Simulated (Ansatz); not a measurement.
Single points on [GaBrH3]- (GaH₃Br⁻).

```yaml
crystal:
  periodic: [false, false, false]
  atoms:
    - {symbol: Ga, position_ang: [-0.001486, 0.002376, -0.253484]}
    - {symbol: Br, position_ang: [0.013018, -0.020886, 2.228246]}
    - {symbol: H, position_ang: [1.538711, 0.010955, -0.667211]}
    - {symbol: H, position_ang: [-0.779192, 1.339633, -0.641228]}
    - {symbol: H, position_ang: [-0.771051, -1.332077, -0.666323]}
basis:
  gaussian: {orbitals: def2-TZVPD, initial_orbitals: start.molden}
total_charge: -1
hamiltonian: {xc: lda}
scf: {omitted_lower_state_checks: [starts]}
output: {orbitals: {seedname: orbitals}}
```

The file start.molden holds the orbitals of an earlier run on this structure, at another level or in another basis.

```sh
$ ansatz run in.yaml --threads 4 --pin off --events-out ev --progress --plain --max-ram 3916MiB
```

Output, abridged:

```
Functional definition: SPW92
949 factors; their error is unknown
mean field evaluation 1: about -122295.6780 eV, gradient 3.0e1 eV
mean field evaluation 2: about -122295.9485 eV, gradient 4.9e-1 eV
mean field evaluation 4: about -122295.9278 eV, gradient 5.4e-2 eV
mean field -122295.92781151 eV, -4494.2924519159 hartree, gradient 7.9e-6 eV, S^2 0.000000; 0 other end points of the search recorded, 0 dependent functions left out
reference -122295.92786360 eV, -4494.2924538302 hartree; 35, 35 occupied and 103, 103 virtual orbitals, 949 factors
Total energy: -122295.92786360 eV, -4494.2924538302 hartree
Checks for a lower state left out: starts
```

Run time 0.65 s (4 threads of Arm Neoverse V1 on a shared host).

The first input with `hamiltonian: {xc: r2scan, dispersion: d4}` (abridged; 2 s):

```
Functional definition: r2SCAN
mean field -122475.43818868 eV, -4500.8893366002 hartree, gradient 5.1e-5 eV, S^2 0.000000
Total energy: -122475.46119539 eV, -4500.8901820813 hartree
Checks for a lower state left out: starts
```

First input, but with `correlation: {method: mp2}` and without the key `hamiltonian` (abridged; 1.1 s):

```
Functional definition: HF
mean field -122383.19603965 eV, -4497.4995001475 hartree, gradient 2.8e-6 eV, S^2 0.000000
18 core orbitals not correlated: weight in the atoms' cores, before any rotation towards them, 1.000 or more for the frozen orbitals, at most 0.000 for the correlated occupied ones
second order -14.52612885 eV of doubles, -0.00000000 eV of singles
Total energy: -122397.72216850 eV, -4498.0333255367 hartree
Checks for a lower state left out: starts
```

The first input with `gaussian: {orbitals: "def2-TZVPPD.json", initial_orbitals: start.molden}`, `correlation: {method: ccsd_t}` and without the key `hamiltonian` (abridged; 10 s):

```
Functional definition: HF
mean field -122383.20609594 eV, -4497.4998697092 hartree, gradient 4.2e-6 eV, S^2 0.000000
18 core orbitals not correlated: weight in the atoms' cores, before any rotation towards them, 1.000 or more for the frozen orbitals, at most 0.000 for the correlated occupied ones
second order -14.79815414 eV of doubles, -0.00000000 eV of singles
cycle   1  -14.69112517 eV  change    1.1e-1 eV  update   9.3e-2
cycle   2  -15.18591484 eV  change   -4.9e-1 eV  update   2.8e-2
cycle   3  -15.24627501 eV  change   -6.0e-2 eV  update   1.3e-2
cycle   4  -15.23534742 eV  change    1.1e-2 eV  update   3.0e-3
cycle   5  -15.23528467 eV  change    6.3e-5 eV  update   1.1e-3
cycle   6  -15.23549868 eV  change   -2.1e-4 eV  update   3.0e-4
cycle   7  -15.23534514 eV  change    1.5e-4 eV  update   1.0e-4
cycle   8  -15.23535853 eV  change   -1.3e-5 eV  update   3.1e-5
perturbative correction -0.52728481 eV, -0.0193773593 hartree
Total energy: -122398.96873928 eV, -4498.0791361677 hartree
Checks for a lower state left out: starts
```

Geometry: r2SCAN-D4/def2-TZVPD.

Correlated methods freeze 18 core orbitals; core or outer-core shells of Ga, Br are correlated, in sets that lack core-valence functions.
